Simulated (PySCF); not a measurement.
C₄H₄N, SMILES C1[N]C=CC=1 (connectivity only; charge and spin as stated), charge -1, multiplicity 1. Atoms are numbered in the order given.

```xyz
9

C      0.0000     0.7112     0.9531
C      0.0000     1.0836    -0.4045
N      0.0000     0.0000    -1.2284
C      0.0000    -1.0836    -0.4045
C      0.0000    -0.7112     0.9531
H      0.0000     1.3756     1.8203
H      0.0000     2.0989    -0.8127
H      0.0000    -2.0989    -0.8127
H      0.0000    -1.3756     1.8203
```
Charge -1, spin multiplicity 1.

Coordinates come from a B3LYP-D3(BJ)/def2-SVPD optimisation. The spin state was assumed, not searched. The isomer is the one that the SMILES or the coordinates give; other isomers of the formula were not compared.

Two levels are set side by side: PBE/pcSseg-1 (PySCF) and HF/pcSseg-1 (PySCF). GIAO shifts against NH3 (¹⁵N), TMS (¹H), TMS (¹³C) at the same level; non-relativistic, no solvent, atoms listed together averaged. Differences are taken from unrounded values.

```tsv
quantity	HF
δ(¹³C) of C1, C5 (ppm)	105.4
δ(¹³C) of C2, C4 (ppm)	134.3
δ(¹⁵N) of N3 (ppm)	313.6
δ(¹H) of H6, H9 (ppm)	5.84
δ(¹H) of H7, H8 (ppm)	6.90
```

**Question.** What does PBE give, and how far is it from HF? (The exact figures need the calculation; the answer reports its results.)

**Answer.** 
```
quantity                  PBE  PBE minus HF
----------------------  -----  ------------
δ(¹³C) of C1, C5 (ppm)  101.8          -3.6
δ(¹³C) of C2, C4 (ppm)  126.9          -7.3
δ(¹⁵N) of N3 (ppm)      302.5         -11.1
δ(¹H) of H6, H9 (ppm)    5.84          0.00
δ(¹H) of H7, H8 (ppm)    6.67         -0.23
```

Rough cost on one machine, each run with all the roots and properties that it gave: HF against PBE within a factor of 2.
